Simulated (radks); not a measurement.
Values are calculated unless marked as measured or tabulated.
Polarisability of the chlorine ion Cl+, [Ne] 3s2 3p4, at imaginary frequency. Level of theory: scalar-relativistic Kohn-Sham, LB94 model potential, spin-unpolarised, spherical densities, finite nucleus; Fermi nuclear charge, rms radius 3.3654 fm (a radial shooting solver on a logarithmic mesh with Libxc functionals). Response by self-consistent Sternheimer equations with the Hartree and adiabatic LDA kernel, the relativistic mass of each level held fixed and spin-orbit coupling left out.

w (hartree),alpha1(iw) (bohr^3)
0.00266,8.845
0.0143,8.841
0.0360,8.821
0.0697,8.754
0.118,8.590
0.186,8.241
0.280,7.592
0.413,6.537
0.605,5.089
0.892,3.469
1.35,2.030
2.12,1.012
3.59,0.4279
6.94,0.1488
17.5,0.03411

Static values: alpha1 = 8.845 bohr^3 (1.311 angstrom^3; uncoupled 14.03). C6 = 42.04, triple-dipole C9 = 274.0 atomic units. One-pole (London) frequency 4 C6 / (3 alpha1^2) = 0.717 hartree, against 0.918 for minus the highest occupied eigenvalue.
